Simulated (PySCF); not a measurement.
Species: C7H9O (doublet state).
Z-matrix (Å and degrees, GFN2-xTB geometry), rows numbered from 1:
```
C 
C   1  1.3213
C   2  1.5082  1  124.14
C   3  1.5369  2  110.46  1  -126.92
C   3  1.4574  2  110.09  1   110.33
C   5  1.3049  3  145.62  2   -18.80
C   6  1.4765  5  126.72  3    -0.92
O   7  1.2014  6  124.10  5  -179.81
H   1  1.0780  2  122.00  3     0.29
H   1  1.0772  2  121.77  3  -179.92
H   2  1.0817  1  121.02  3   179.36
H   3  1.0975  2  109.38  1    -7.29
H   4  1.0868  3  110.27  2   178.35
H   4  1.0873  3  110.22  2   -61.72
H   4  1.0872  3  109.87  2    58.16
H   6  1.0855  5  120.52  3   179.84
H   7  1.1040  6  113.69  5    -0.10
```

The hyperfine couplings belong to this conformer and change with its torsions.

Identity: `C=C[C@H](C)/[C]=C\C=O` [radical].

Level of theory: PySCF 2.14.0, UKS B3LYP, pcH-1 on C H O, non-relativistic, mean-field spin-orbit, GIAO. Isolated species at its GFN2-xTB geometry (one conformer only). Couplings are sensitive to structure, and on GFN2-xTB geometries they can be far from those on DFT ones. Stability of the SCF solution: not tested.

Break the g tensor into its mass correction, gauge correction and orbital-Zeeman/spin–orbit terms.

```json
{"Δg (ppm)": "relativistic mass correction", "1": "-163", "2": "-163", "3": "-163"}
{"Δg (ppm)": "gauge correction", "1": "18", "2": "28", "3": "18"}
{"Δg (ppm)": "orbital Zeeman/spin–orbit", "1": "-287", "2": "-137", "3": "724"}
{"Δg (ppm)": "total", "1": "-433", "2": "-273", "3": "578"}
```

So g = 2.00189, 2.00205, 2.00290 and g_iso = 2.00228; the tensor is rhombic: the two nearest values differ by 16 % of g3 − g1. Axes: g2 points within 5° of the C6–H16 bond.

What effective moment and Curie constant follow for a powder?

With the mean of g² = 4.0091 and S(S+1) = 0.75: μ_eff = √(⟨g²⟩S(S+1)) = 1.734 μB and χT = 0.12505·⟨g²⟩·S(S+1) = 0.376 cm³ K/mol (cgs; spin-Hamiltonian part alone).

Average each term over the three axes. Which is largest in size?

The mass correction -163, the orbital-Zeeman/spin–orbit term 100 and the gauge correction 21 ppm, for a total of -42 ppm. The mass correction is the largest in size. The mass correction is the same along every axis, so the anisotropy comes from the other two: their spans along these axes are 10 (gauge) and 1011 ppm (orbital Zeeman/spin–orbit).

In a frozen sample, at which fields do the three g values resonate at 9.5, 34, 94 and 263 GHz (hyperfine left aside), and which band first spreads them over more than twice a line width of 0.5 mT?

```csv
band,GHz,B(g3) mT,B(g2) mT,B(g1) mT,spread mT
X,9.5,338.89,339.03,339.06,0.17
Q,34.0,1212.85,1213.37,1213.47,0.61
W,94.0,3353.19,3354.61,3354.88,1.69
J,263.0,9381.78,9385.77,9386.52,4.74
```

The spread grows in proportion to the frequency. W band is the first where it exceeds 1.0 mT.

Largest spin populations (Mulliken): C5 (+0.97), C6 (-0.14), C1 (+0.06) and C7 (+0.06). No atom but C5 exceeds +0.15.

The HOMO–LUMO gaps are 4.20 eV among the α and 4.66 eV among the β orbitals.

The run took 77 s (grids of density and orbitals included) on Arm Neoverse V1, one thread, shared host with 64 logical CPUs at a one-minute load of 18, and the process peaked at 1.1 GiB of memory.
